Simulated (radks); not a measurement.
Results of a calculation; reference values are marked as such.
The mean radii <r> (bohr) of the occupied orbitals of an atom or ion are listed with their occupations. Level of theory: Dirac Kohn-Sham, PBE, spin-unpolarised, spherical densities, point nucleus (a radial shooting solver on a logarithmic mesh with Libxc functionals).

orbital  occ.      <r>
1s1/2       2  0.02073
2s1/2       2  0.08733
2p1/2       2  0.07271
2p3/2       4  0.07984
3s1/2       2   0.2250
3p1/2       2   0.2143
3p3/2       4   0.2267
3d3/2       4   0.1989
3d5/2       6   0.2028

Name the element and its charge. Open shells, if any, are shared by 2j + 1.

Answer. Z = 67, holmium, charge +39: Ho39+ in [Ar] 3d10. The 1s radius gives Z: for a bare nucleus <r> = (2 gamma + 1)/(2Z) with gamma = sqrt(1 - (Z/c)^2), 0.02048 bohr for Z = 67, and screening makes it slightly larger (0.02073 here). The occupations add up to 28, and the charge is Z minus that.
